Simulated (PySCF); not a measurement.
Bi(OMe)(TeH)2, CH₅BiOTe₂, SMILES C[O][Bi]([TeH])[TeH], B3LYP/def2-SVP optimised geometry.

```
10

Bi    -0.61    -0.66     0.00
O     -1.08    -1.09    -2.02
C     -0.47    -0.50    -3.13
H      0.61    -0.71    -3.19
H     -0.95    -0.91    -4.04
H     -0.61     0.60    -3.16
Te     2.30    -0.66     0.00
H      2.29    -2.25     0.54
Te    -0.66     2.25     0.00
H     -2.30     2.21    -0.33
```

Density from B3LYP/def2-TZVP, def2 effective core potentials past Kr run with PySCF at that geometry. The core electrons that the potentials of Bi, Te replace are not part of the density.

Minimum of the electron density along straight lines between bonded atoms, close to the bond critical point (lines longer than 1.1 times the sum of covalent radii, or with two minima, are not listed):

```json
[
 {"bond": "Bi1–O2", "length / Å": "2.114", "ρ at the minimum / e bohr⁻³": "(withheld)", "∇²ρ there / e bohr⁻⁵": "0.33", "position (fraction from the first atom)": "0.53"},
 {"bond": "O2–C3", "length / Å": "1.403", "ρ at the minimum / e bohr⁻³": "0.266", "∇²ρ there / e bohr⁻⁵": "-0.60", "position (fraction from the first atom)": "0.64"},
 {"bond": "C3–H4", "length / Å": "1.109", "ρ at the minimum / e bohr⁻³": "0.275", "∇²ρ there / e bohr⁻⁵": "-0.94", "position (fraction from the first atom)": "0.64"},
 {"bond": "C3–H5", "length / Å": "1.105", "ρ at the minimum / e bohr⁻³": "0.276", "∇²ρ there / e bohr⁻⁵": "-0.95", "position (fraction from the first atom)": "0.64"},
 {"bond": "C3–H6", "length / Å": "1.109", "ρ at the minimum / e bohr⁻³": "0.275", "∇²ρ there / e bohr⁻⁵": "-0.94", "position (fraction from the first atom)": "0.64"},
 {"bond": "Bi1–Te7", "length / Å": "2.912", "ρ at the minimum / e bohr⁻³": "0.055", "∇²ρ there / e bohr⁻⁵": "0.02", "position (fraction from the first atom)": "0.49"},
 {"bond": "Te7–H8", "length / Å": "1.675", "ρ at the minimum / e bohr⁻³": "0.131", "∇²ρ there / e bohr⁻⁵": "(withheld)", "position (fraction from the first atom)": "0.63"},
 {"bond": "Bi1–Te9", "length / Å": "2.912", "ρ at the minimum / e bohr⁻³": "0.055", "∇²ρ there / e bohr⁻⁵": "0.02", "position (fraction from the first atom)": "0.49"},
 {"bond": "Te9–H10", "length / Å": "1.675", "ρ at the minimum / e bohr⁻³": "0.131", "∇²ρ there / e bohr⁻⁵": "(withheld)", "position (fraction from the first atom)": "0.63"}
]
```

Task: Fill in the missing entries.

Result: 
- Bi1–O2, ρ at the minimum / e bohr⁻³: 0.103
- Te7–H8, ∇²ρ there / e bohr⁻⁵: -0.03
- Te9–H10, ∇²ρ there / e bohr⁻⁵: -0.04
